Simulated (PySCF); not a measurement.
Ligands exchanged one at a time, Si NH2-SH. Gas-phase values, no solvent. One relaxed conformer stands for each flexible species; it need not be the lowest. Strings in code marks are SMILES.

All values below come from PBE-D3(BJ)/def2-TZVP // B3LYP-D3(BJ)/def2-TZVP (PySCF). Excitations are Tamm–Dancoff values on a coarser integration grid. The basis has no diffuse functions, so Rydberg states are missing or too high.

| species | S1 excitation (TDA) (eV) | LUMO (eV) | S1 oscillator strength | HOMO (eV) | T1 excitation (TDA) (eV) |
|---|---|---|---|---|---|
| 1 of 4 NH2 replaced by SH (`N[Si](N)(N)S`) | ___ | -0.19 | ___ | -5.57 | 5.25 |
| 2 of 4 NH2 replaced by SH (`N[Si](N)(S)S`) | 5.50 | ___ | 0.001 | -5.92 | 5.26 |
| 3 of 4 NH2 replaced by SH | 5.26 | ___ | 0.001 | -6.13 | 5.01 |
| 4 of 4 NH2 replaced by SH (`S[Si](S)(S)S`) | 4.30 | -1.80 | 0.000 | ___ | 4.13 |

Fill in the missing entries.


- 1 of 4 NH2 replaced by SH (`N[Si](N)(N)S`), S1 excitation (TDA) (eV): 5.44
- 1 of 4 NH2 replaced by SH (`N[Si](N)(N)S`), S1 oscillator strength: 0.001
- 2 of 4 NH2 replaced by SH (`N[Si](N)(S)S`), LUMO (eV): -0.49
- 3 of 4 NH2 replaced by SH, LUMO (eV): -0.95
- 4 of 4 NH2 replaced by SH (`S[Si](S)(S)S`), HOMO (eV): -6.06
